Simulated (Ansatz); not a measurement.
`[CH3][SnH2]/[CH]=C\F`, charge 0, multiplicity 1.

(1) Give a relaxed structure at PBE0-D4/def2-TZVP (Ansatz). (An estimate is asked.)

Results:

(1) Computed: 
Z-matrix (Å, degrees):
```
C
Sn 1 2.136
H 1 1.090 2 109.2
H 1 1.090 2 110.4 3 120.2
H 1 1.090 2 109.8 3 -119.5
C 2 2.130 1 109.7 3 60.0
H 2 1.710 1 110.6 3 -60.9
H 2 1.712 1 111.0 3 177.8
C 6 1.317 2 122.6 1 -53.0
H 6 1.084 2 121.2 1 126.5
F 9 1.346 6 121.9 2 -0.6
H 9 1.086 6 127.3 2 179.5
```
This is one stationary point; other conformers may exist.
